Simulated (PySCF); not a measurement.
## ORD: `InChI=1S/C4H13OSSi/c1-4(5-2)6(3)7/h4H,1-3,7H3/q+1/t4-,6-/m1/s1`, charge +1

Geometry (Å), atoms numbered from 1 in this order:
```xyz
20

C     1.7847    0.0134    1.4877
O     0.5440   -0.0136    0.7917
C     0.5432    0.5780   -0.4829
C     1.2947   -0.1898   -1.5510
S    -1.2562    0.7395   -0.8316
C    -1.7290   -0.9683   -1.2127
Si   -1.7137    0.7661    1.4410
H     1.5699   -0.3383    2.4940
H     2.5077   -0.6543    1.0168
H     2.1873    1.0285    1.5281
H     0.9003    1.6175   -0.4336
H     1.0367   -1.2457   -1.5314
H     1.0672    0.2219   -2.5308
H     2.3663   -0.0945   -1.3886
H    -2.8088   -1.0240   -1.1123
H    -1.4530   -1.1853   -2.2401
H    -1.2508   -1.6562   -0.5241
H    -0.8728    1.8519    1.9120
H    -3.1093    1.1855    1.3076
H    -1.6135   -0.6217    1.8572
```

Total charge +1.

Computed with PySCF, TDDFT HSE06/def2-SVPD circular dichroism and optical rotation, one conformer, IEF-PCM ethanol (non-equilibrium linear response, no local-field factor). Geometry: GFN2-xTB.

The molecule is flexible and this is one conformer; a measurement averages over conformers.

Stereocentres: C3 R, S5 R.

Give the optical rotatory dispersion at 1907, 1340, 532, 488 nm.

[α] in deg dm⁻¹ (g/mL)⁻¹:
| λ (nm) | origin-invariant length gauge | modified velocity gauge | length gauge (centre of mass) | isotropic polarisability (au) |
| --- | --- | --- | --- | --- |
| 1907 | +11.4 | +11.6 | +11.5 | 106.8 |
| 1340 | +23.5 | +23.9 | +23.5 | 107.1 |
| 532 | +170.2 | +172.8 | +170.6 | 110.3 |
| 488 | +208.8 | +211.8 | +209.3 | 111.1 |

And for the mirror image at 1907 nm?

-11.4 deg dm⁻¹ (g/mL)⁻¹ (origin-invariant length gauge): the same size and the opposite sign.

What is the molar rotation [Φ] = [α]·M/100 of the geometry above at 1907 nm?

With M = 137.29 g/mol, +15.7 deg cm² dmol⁻¹ (origin-invariant length gauge).

The first excitation lies at 6.13 eV (202 nm) with R = +1.6 × 10⁻⁴⁰ esu² cm² (velocity form).
